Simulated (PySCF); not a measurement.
C5H13O2P.
Z-matrix (Å and degrees, PBE0-D3(BJ)/def2-SVP geometry), rows numbered from 1:
```
C 
C   1  1.5202
C   2  1.5249  1  112.97
P   3  1.8193  2  112.46  1  -172.98
C   4  1.8103  3  107.42  2   -79.83
O   4  1.5086  3  112.92  2    48.13
C   4  1.8393  3  106.26  2   164.78
O   7  1.3943  4  105.84  3   -83.01
H   1  1.1016  2  111.10  3    59.11
H   1  1.1019  2  111.52  3   -60.75
H   1  1.1002  2  111.30  3   179.03
H   2  1.1041  1  109.55  3   122.56
H   2  1.1019  1  110.56  3  -121.17
H   3  1.1038  2  112.16  1    62.64
H   3  1.1041  2  110.43  1   -56.76
H   5  1.0994  4  108.51  3   179.64
H   5  1.0996  4  109.31  3    61.72
H   5  1.1002  4  111.53  3   -59.31
H   7  1.1028  4  111.98  3    36.73
H   7  1.1104  4  108.38  3   155.18
H   8  0.9754  7  105.16  4   -35.17
```

Level: PBE0/pcSseg-1 in PySCF, non-relativistic, on one gas-phase PBE0-D3(BJ)/def2-SVP geometry that isn't relaxed in the solvent. The solvent is an IEF-PCM continuum (Bondi radii, 1.10 Å for H, scaled by 1.2). The model holds no explicit solvent molecules, cavitation or dispersion.

```csv
run,E − E(gas) (kcal/mol),HOMO (eV),HOMO–LUMO gap (eV),dipole (D)
gas,0.00,-7.41,8.24,4.34
P,-4.97,-7.44,8.50,4.95
Q,-4.36,-7.44,8.47,4.87
```

Task: The runs were made in benzene and cyclohexane. Which run belongs to which solvent?

Result: P = benzene, Q = cyclohexane. The dielectric constants are 2.017 (cyclohexane), 2.271 (benzene), and the energy falls further as ε rises. In this model the ground state sees the solvent through ε alone.

Task: How constant is the ratio of the lowering to (ε − 1)/(2ε + 1)?

Result: 
```json
{"solvent": "cyclohexane", "(ε − 1)/(2ε + 1)": "0.202", "E − E(gas) (kcal/mol)": "-4.36", "ratio (kcal/mol)": "-21.6", "polarisation term (kcal/mol)": "-4.64"}
{"solvent": "benzene", "(ε − 1)/(2ε + 1)": "0.229", "E − E(gas) (kcal/mol)": "-4.97", "ratio (kcal/mol)": "-21.7", "polarisation term (kcal/mol)": "-5.35"}
```

The ratio changes by +0.5 % in size from cyclohexane to benzene. The polarisation term is half the interaction of the solute with the induced surface charges.

On an Arm Neoverse N1 with one thread, no GPU, shared host with 64 logical CPUs at a one-minute load of 54, this took 67 s wall and 1.3 GiB of memory at its peak. This is the whole shielding run at PBE0/pcSseg-1 in benzene, SCF included.
